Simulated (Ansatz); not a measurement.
System: AlH3, charge 1, doublet. AlH3+ (parent SMILES [AlH3], doublet).
B3LYP-D3(BJ)/def2-TZVP minimum from Ansatz (a first-principles code):
```xyz
4

Al    -0.0166    -0.0540    -0.0544
H      0.6102     0.2551     1.4649
H     -0.0507     1.5638     0.3678
H     -0.3435    -1.1168    -1.1252
```
Charge +1, spin multiplicity 2.

Total energies in cc-pV(T+d)Z, 5 correlated electrons, 5 frozen orbitals. Radicals and triplets start from unrestricted determinants; spin-orbit coupling is neglected. Correlated methods leave the cores frozen. No relativity. Full CI freezes restricted core orbitals and the other rows unrestricted ones, which leaves a small offset even where coupled cluster is exact. The UHF reference of H3Al+ (parent SMILES [AlH3], doublet) is spin-contaminated (<S^2> up to 0.04 over the pure value in the sets run). The spin of H3Al+ (parent SMILES [AlH3], doublet) was assumed, and the state is the lowest solution found for it.

```json
[
 {"method": "HF", "program": "Ansatz", "energy (Eh)": "-243.28680", "error against FCI (mEh)": "92.19"},
 {"method": "MP2", "program": "Ansatz", "energy (Eh)": "-243.35536", "error against FCI (mEh)": "23.63"},
 {"method": "CCSD", "program": "Ansatz", "energy (Eh)": "-243.37707", "error against FCI (mEh)": "1.92"},
 {"method": "CCSD(T)", "program": "Ansatz", "energy (Eh)": "-243.37846", "error against FCI (mEh)": "0.53"},
 {"method": "CCSDT(Q)", "program": "Ansatz", "energy (Eh)": "-243.37899", "error against FCI (mEh)": "0.00"},
 {"method": "FCI", "program": "Ansatz", "energy (Eh)": "-243.37899", "error against FCI (mEh)": "0.00"}
]
```

Rough core times of Ansatz's runs on a shared machine: CCSD(T) under 20 s, CCSDT(Q) 2 min, FCI 20 min.
